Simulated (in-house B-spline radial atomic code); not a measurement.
Orbital energies and mean radii along the 25-electron series, configuration 1s2 2s2 2p6 3s2 3p6 3d3/2(4) 3d5/2(3). The effective charge is n√(-2ε), a non-relativistic measure. Computed with a B-spline radial code for spherical atoms: Dirac-Hartree-Fock, jj configuration that fills j = l - 1/2 first, finite nuclei.

| ion | Z | energy of 2s1/2 (Eh) | mean radius of 2s1/2 (bohr) | energy of 2p3/2 (Eh) | mean radius of 2p3/2 (bohr) | energy of 3d5/2 (Eh) | mean radius of 3d5/2 (bohr) | effective charge of 2s1/2 |
| --- | --- | --- | --- | --- | --- | --- | --- | --- |
| Co2+ | 27 | -36.177 | 0.25389 | -30.747 | 0.22534 | -1.3197 | 1.0068 | 17.012 |
| Ni3+ | 28 | ? | ? | ? | ? | ? | ? | ? |
| Cu4+ | 29 | -44.402 | 0.23387 | -38.263 | 0.20704 | -3.0598 | 0.80137 | 18.847 |
| Zn5+ | 30 | -48.954 | 0.22494 | -42.434 | 0.19894 | -4.124 | 0.73292 | 19.79 |
| Ga6+ | 31 | -53.791 | 0.21663 | -46.873 | 0.19143 | -5.3105 | 0.67709 | 20.744 |
| Ge7+ | 32 | -58.91 | 0.20888 | -51.574 | 0.18446 | -6.6166 | 0.6303 | 21.709 |
| As8+ | 33 | -64.31 | 0.20162 | -56.537 | 0.17796 | -8.0404 | 0.5903 | 22.682 |
| Se9+ | 34 | ? | ? | ? | ? | ? | ? | ? |
| Br10+ | 35 | -75.952 | 0.18843 | -67.237 | 0.16622 | -11.236 | 0.5251 | 24.65 |
| Kr11+ | 36 | ? | ? | ? | ? | ? | ? | ? |
| Rb12+ | 37 | -88.719 | 0.17675 | -78.964 | 0.15589 | -14.891 | 0.47384 | 26.641 |
| Sr13+ | 38 | -95.527 | 0.1714 | -85.212 | 0.15119 | -16.889 | 0.45202 | 27.645 |
| Zr15+ | 40 | -110 | 0.16153 | -98.473 | 0.14255 | -21.224 | 0.41421 | 29.665 |
| Nb16+ | 41 | -117.67 | 0.15697 | -105.49 | 0.13859 | -23.561 | 0.39769 | 30.681 |
| Mo17+ | 42 | -125.62 | 0.15264 | -112.75 | 0.13483 | -26.01 | 0.3825 | 31.701 |
| Tc18+ | 43 | -133.87 | 0.14852 | -120.28 | 0.13126 | -28.571 | 0.36847 | 32.726 |
| Ru19+ | 44 | -142.41 | 0.1446 | -128.05 | 0.12787 | -31.245 | 0.35547 | 33.754 |

**Question.** Fill in the row of Ni3+.

**Answer.** energy of 2s1/2 (Eh): -40.14; mean radius of 2s1/2 (bohr): 0.24349; energy of 2p3/2 (Eh): -34.363; mean radius of 2p3/2 (bohr): 0.21581; energy of 3d5/2 (Eh): -2.1225; mean radius of 3d5/2 (bohr): 0.88861; effective charge of 2s1/2: 17.92.

**Question.** Fill in the row of Se9+.

**Answer.** energy of 2s1/2 (Eh): -69.991; mean radius of 2s1/2 (bohr): 0.19482; energy of 2p3/2 (Eh): -61.758; mean radius of 2p3/2 (bohr): 0.17189; energy of 3d5/2 (Eh): -9.5807; mean radius of 3d5/2 (bohr): 0.55559; effective charge of 2s1/2: 23.663.

**Question.** Fill in the row of Kr11+.

**Answer.** energy of 2s1/2 (Eh): -82.195; mean radius of 2s1/2 (bohr): 0.18242; energy of 2p3/2 (Eh): -72.972; mean radius of 2p3/2 (bohr): 0.1609; energy of 3d5/2 (Eh): -13.007; mean radius of 3d5/2 (bohr): 0.49804; effective charge of 2s1/2: 25.643.

**Question.** How does the screening of 2s1/2 change?

**Answer.** Z less the effective charge goes from 9.99 at Z = 27 to 10.25 at Z = 44.
